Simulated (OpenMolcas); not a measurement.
**Ti2+: CASPT2 settings compared**

```json
{"Program": "OpenMolcas", "Basis": "ANO-RCC-VDZP [5s4p2d1f]", "Scalar Hamiltonian": "DKH2, point nucleus", "Active space": "2 electrons in 5 orbitals (3d)", "State averaging": "2S+1 = 3 even, 10 roots; 2S+1 = 1 even, 15 roots (14 in the spin-orbit step)", "Spin-orbit coupling": "state interaction with AMFI integrals over the reference wave functions, term energies averaged over their components"}
```

Methods on the same reference wave functions:
A. CASSCF
B. SS-CASPT2, IPEA 0.15 Eh, sigma2 regulariser 0.05 Eh (closed shells correlated: 2s 2p 3s 3p)
C. XMS-CASPT2, IPEA 0.5 Eh, no level shift (closed shells correlated: 3s 3p)
D. XMS-CASPT2, IPEA 0.5 Eh, sigma1 regulariser 0.15 Eh (closed shells correlated: 2s 2p 3s 3p)

Energies in cm⁻¹ above 3d² ³F₂, the measured ground level; measured values from Corliss and Sugar, J. Phys. Chem. Ref. Data 8, 1 (1979).

| Level | A | B | C | D | Measured |
| --- | --- | --- | --- | --- | --- |
| 3d² ³F₂ | 0.0 | 0.0 | 0.0 | 0.0 | 0.0 |
| 3d² ³F₃ | 196 | 198 | 198 | 197 | 185 |
| 3d² ³F₄ | 452 | 454 | 454 | 453 | 420 |
| 3d² ¹D₂ | 11254 | 7690 | 7540 | 8400 | 8474 |
| 3d² ³P₀ | 13479 | 10930 | 10820 | 11340 | 10538 |
| 3d² ³P₁ | 13543 | 10990 | 10880 | 11410 | 10604 |
| 3d² ³P₂ | 13685 | 11130 | 11020 | 11550 | 10721 |
| 3d² ¹G₄ | 17328 | 15340 | 15460 | 15220 | 14398 |

Deviations, from unrounded energies. A percentage is the sum of absolute deviations over the sum of measured energies, with the sign that they share, or ± where signs differ.

```json
{"Against measurement": "mean absolute deviation (cm-1)", "Levels": "7", "A": "2100", "B": "420", "C": "410", "D": "480"}
{"Against measurement": "fine structure of the ground term (%)", "Levels": "2", "A": "+7.1", "B": "+7.6", "C": "+7.7", "D": "+7.5"}
{"Against measurement": "other terms of the ground configuration (%)", "Levels": "5", "A": "+26.6", "B": "±5.3", "C": "±5.2", "D": "±6.1"}
```

B, C lie about equally close to measurement and A furthest from it. The largest miss of C in the table is 3d² ¹G₄, by +1100 cm-1. The ranking rests on the paired levels alone, and a cruder setting can come out closer through cancelling errors.

Among B to D the level of the table that moves most is 3d² ¹D₂, by 860 cm-1 (lowest in C, highest in D). Moves below CASPT2's spread within the term are not significant.

The mean deviations of B to D differ by less than CASPT2's widest spread within a term (1900 cm-1), so their order carries little weight.

From A to B the spin-free energies of the other terms of 3d² shown, above ³F, scale by factors of 0.68 to 0.88.

The lowest spin-free term lies below A's lowest term by 0.248 hartree in B, 0.231 hartree in C, 0.246 hartree in D.

CASPT2 breaks the degeneracy within a term, and the mean is taken; among the terms shown or strongly mixed into the levels shown the widest spread is 1900 cm-1 (3d² ³F, D). Over all roots computed the reference weight is 0.87 to 0.95 in C; the roots of lowest weight are the least certain, and an intruder state may touch them. Some high roots are left out of the spin-orbit mixing, which shifts the levels that they would mix with. Without dynamic correlation excited terms often stand tens of per cent too high (terms of higher spin than the ground term too low), and those without a measured partner can miss by more than the paired ones (holds for A). Measured partners are found by configuration, term and J. A level has none where our copy of the source lacks it or the pairing is in doubt (some pairs that miss far off the trend of their configuration count as doubtful), and it then counts in no deviation. Levels of configurations outside the active space are missing.
